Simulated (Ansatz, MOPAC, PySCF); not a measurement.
Dimer: HCl (SMILES Cl) (first 2 atoms) with CH2O (SMILES C=O); geometry from B3LYP-D3(BJ)/def2-TZVP, rigid monomers moved along the line of their centres of mass till H2···O4 is 2.60 Å.
(charge 0, multiplicity 1):
```xyz
6

Cl    -0.152    -0.056     0.443
H      0.150     0.492     1.588
C     -0.311     0.120     4.733
O      0.308     0.965     4.137
H     -0.376     0.130     5.834
H     -0.836    -0.694     4.206
```

Counterpoise-corrected where a basis set is named; no monomer relaxation. Rows marked so take none.

Frozen-core correlation. CBS(a, b) extrapolates the correlation energy as X⁻³ and adds the Hartree–Fock energy of set b. Rows in 6-311+G**, 6-31G*, STO-3G carry no dispersion term and start afresh at each structure (6-31G* with six Cartesian d functions). The state that PM3, PM6 reach isn't checked.

The values were computed with Ansatz (Gaussian basis) for Hartree–Fock, density functionals and correlated methods; MOPAC for PM3, PM6 (differences of heats of formation); PySCF for 6-311+G** rows, 6-31G* rows, STO-3G rows, the dispersion terms. Each number belongs to the level named beside it.

Other levels give for the interaction energy: PBE/def2-TZVPPD -3.05; B3LYP/def2-TZVPPD -2.66; B3LYP-D3(BJ)/def2-TZVPPD -3.42; wB97M-V/def2-TZVPPD -3.25; CCSD(T)/CBS(aug-cc-pV(D+d)Z, aug-cc-pV(T+d)Z) -3.29 kcal/mol.

Common cheap choices:

| level | interaction energy (kcal/mol) | less -3.29 (CCSD(T)/CBS(aug-cc-pV(D+d)Z, aug-cc-pV(T+d)Z)) |
|---|---|---|
| PM3 | -1.32 | 1.98 |
| PM6 | -2.40 | 0.90 |
| HF/STO-3G (no counterpoise) | -1.85 | 1.44 |
| BP86/6-31G* (no counterpoise) | -3.47 | -0.18 |
| B3LYP/6-31G* | -2.88 | 0.41 |
| B3LYP/6-31G* (no counterpoise) | -3.85 | -0.55 |
| B3LYP/6-311+G** (no counterpoise) | -3.08 | 0.21 |
| M06-2X/6-31G* (no counterpoise) | -4.04 | -0.74 |

Ansatz is a quantum-chemistry and plane-wave program.
